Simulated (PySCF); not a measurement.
Cl4MoO, multiplicity 1. Atoms are numbered in the order given.

```xyz
6

Mo     0.0000     0.0000     0.2746
O      0.0000     0.0000     1.9396
Cl     0.0000     0.0000    -2.1017
Cl    -1.9444    -1.1226     0.1701
Cl     0.0000     2.2452     0.1701
Cl     1.9444    -1.1226     0.1701
```
Charge 0, spin multiplicity 1.

The structure is a stationary point at PBE0-D3(BJ)/def2-SVP. The spin state was assumed, not searched. The isomer is the one that the SMILES or the coordinates give; other isomers of the formula were not compared. The def2 effective core potentials stand for the cores of Mo; spin–orbit coupling is left out.

The numbers are results of CAM-B3LYP/def2-TZVP (PySCF), not measurements.

ESP charges are fitted to the potential on shells at 1.4 to 2.0 van der Waals radii. Atomic charges (e):

| atom | ESP fit | Löwdin | Mulliken |
|---|---|---|---|
| Mo1 | 0.41 | -0.33 | 1.28 |
| O2 | -0.20 | -0.17 | -0.36 |
| Cl3 | -0.26 | -0.04 | -0.30 |
| Cl4 | 0.02 | 0.18 | -0.20 |
| Cl5 | 0.01 | 0.18 | -0.20 |
| Cl6 | 0.02 | 0.18 | -0.20 |
